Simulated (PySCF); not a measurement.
Species: C3H11OSi3 (doublet state).
Numbering: `[SiH3:1][O:2][Si:3]([SiH3:4])[CH:5]1[CH2:6][CH2:7]1` (hydrogens: H8, H9, H10 on Si1; H11, H12, H13 on Si4; H14 on C5; H15, H16 on C6; H17, H18 on C7)

Structure used (GFN2-xTB), in Å, numbered top down from 1:
```xyz
18
C3H11OSi3 angstrom
Si     2.5470    0.3091   -0.2620
O      1.1310    0.6009   -0.9804
Si    -0.4776    0.7020   -1.2835
Si    -1.2514    2.6383   -0.3306
C     -1.2220   -0.9365   -0.6726
C     -0.4589   -2.2262   -0.7897
C     -0.6601   -1.6106    0.5527
H      2.4055    0.6546    1.1549
H      2.8462   -1.1137   -0.4233
H      3.5048    1.1667   -0.9508
H     -1.0577    2.9809    1.0887
H     -2.7041    2.6460   -0.5376
H     -0.6935    3.7740   -1.0741
H     -2.2967   -1.0242   -0.7930
H      0.5323   -2.1868   -1.2156
H     -1.0005   -3.1284   -1.0340
H      0.1958   -1.1599    1.0341
H     -1.3489   -2.0802    1.2404
```

The hyperfine couplings belong to this conformer and change with its torsions.

Theory: UKS B3LYP, pcH-1 on C H O Si, non-relativistic, mean-field spin-orbit, GIAO in PySCF. The structure is a single GFN2-xTB conformer in the gas phase; no vibrational or solvent corrections. A GFN2-xTB geometry isn't a minimum of the functional, and hyperfine couplings can be far from their values at a DFT geometry, by a factor of two or more for some ions and for spin on atoms past the first row. Stability of the SCF solution: not tested.

Give the principal g shifts and their parts.

| Δg (ppm) | 1 | 2 | 3 |
| --- | --- | --- | --- |
| relativistic mass correction | -158 | -158 | -158 |
| gauge correction | 40 | 12 | 70 |
| orbital Zeeman/spin–orbit | -864 | -65 | 2513 |
| total | -983 | -211 | 2425 |

So g = 2.00134, 2.00211, 2.00474 and g_iso = 2.00273; the tensor is rhombic: the two nearest values differ by 23 % of g3 − g1. 

How much does each term add to the isotropic shift?

The orbital-Zeeman/spin–orbit term 528, the mass correction -158 and the gauge correction 41 ppm, for a total of 410 ppm. The orbital-Zeeman/spin–orbit term is the largest in size. The mass correction is the same along every axis, so the anisotropy comes from the other two: their spans along these axes are 57 (gauge) and 3378 ppm (orbital Zeeman/spin–orbit).

At 9.739 GHz, how far is the centre of the isotropic spectrum from where a free electron (g = 2.002319) resonates?

B = hν/(g μB) with μB/h = 13.99624 MHz/mT gives 347.51 mT for the free electron and 347.44 mT at g_iso, 0.07 mT lower.

In a frozen sample, at which fields do the three g values resonate at 9.5, 34, 94 and 263 GHz (hyperfine left aside), and which band first spreads them over more than twice a line width of 1.0 mT?

```json
{"band": "X", "GHz": "9.5", "B(g3) mT": "338.57", "B(g2) mT": "339.02", "B(g1) mT": "339.15", "spread mT": "0.58"}
{"band": "Q", "GHz": "34.0", "B(g3) mT": "1211.74", "B(g2) mT": "1213.33", "B(g1) mT": "1213.80", "spread mT": "2.06"}
{"band": "W", "GHz": "94.0", "B(g3) mT": "3350.10", "B(g2) mT": "3354.51", "B(g1) mT": "3355.80", "spread mT": "5.70"}
{"band": "J", "GHz": "263.0", "B(g3) mT": "9373.14", "B(g2) mT": "9385.48", "B(g1) mT": "9389.10", "spread mT": "15.96"}
```

The spread grows in proportion to the frequency. Q band is the first where it exceeds 2.0 mT.

The Mulliken spin populations are largest on Si3 (+0.81) and Si4 (+0.07). No atom but Si3 exceeds +0.15. The angles at Si3 add up to 331.1°, so it is pyramidal.

The HOMO–LUMO gaps are 4.91 eV among the α and 4.91 eV among the β orbitals.
